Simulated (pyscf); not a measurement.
**HO–Hf(OH)(OH)–OH (SMILES [OH][Hf]([OH])([OH])[OH]), singlet**

Gas-phase minimum from PySCF at ωB97X-D3(BJ)/def2-SVP, one conformer. 

```xyz
9

O     -0.0417     1.7064    -1.6443
Hf     0.4030     0.6276    -0.0995
O     -1.0202     0.7474     1.2075
O      0.6214    -1.2170    -0.6447
O      2.0522     1.2720     0.6835
H     -0.2602     2.2376    -2.4057
H     -1.7213     0.8070     1.8512
H      0.7296    -2.1267    -0.9098
H      2.8671     1.5856     1.0671
```

Bond lengths (Å): O1–Hf2 1.936, O1–H6 0.954, Hf2–O3 1.936, Hf2–O4 1.936, Hf2–O5 1.936, O3–H7 0.954, O4–H8 0.954, O5–H9 0.954. Bond angles (°): Hf2–O1–H6 180.0, O1–Hf2–O3 109.6, O1–Hf2–O4 109.4, O1–Hf2–O5 109.4, O3–Hf2–O4 109.4, O3–Hf2–O5 109.4, O4–Hf2–O5 109.6, Hf2–O3–H7 180.0, Hf2–O4–H8 179.8, Hf2–O5–H9 179.7.

Properties at ωB97X-D3(BJ)/def2-SVP:

| Quantity | Value |
|---|---|
| Harmonic wavenumbers, unscaled | 164, 164, 165, 176, 177, 191, 191, 192, 263, 264, 288, 289, 290, 691, 691, 691, 727, 4065, 4065, 4066, 4072 cm⁻¹ |
| Zero-point energy | 31.3 kcal/mol |
| Rotational symmetry number | 12 |
| Entropy of this conformer at 298 K and 1 atm, rigid rotor and harmonic oscillator, modes under 100 cm⁻¹ raised to 100 | 386.6 J/(mol K) |
| Dipole moment | 0.01 D |

Single-point totals, which compare only within one level:

```json
[
 {"level": "ωB97X-D3(BJ)/def2-TZVP", "total energy (hartree)": "-351.81112"},
 {"level": "PBE/def2-TZVP", "total energy (hartree)": "-351.43220"},
 {"level": "r²SCAN/def2-TZVP", "total energy (hartree)": "-351.61016"},
 {"level": "B3LYP-D3(BJ)/def2-TZVP", "total energy (hartree)": "-351.76215"},
 {"level": "PBE0-D3(BJ)/def2-TZVP", "total energy (hartree)": "-351.39644"},
 {"level": "M06-2X/def2-TZVP", "total energy (hartree)": "-351.52202"},
 {"level": "ωB97M-D3(BJ)/def2-TZVP", "total energy (hartree)": "-351.75983"}
]
```

Soft torsions are taken as harmonic, which can shift the entropy by several J/(mol K). Elements past Kr carry the def2 core potentials, without spin-orbit coupling.
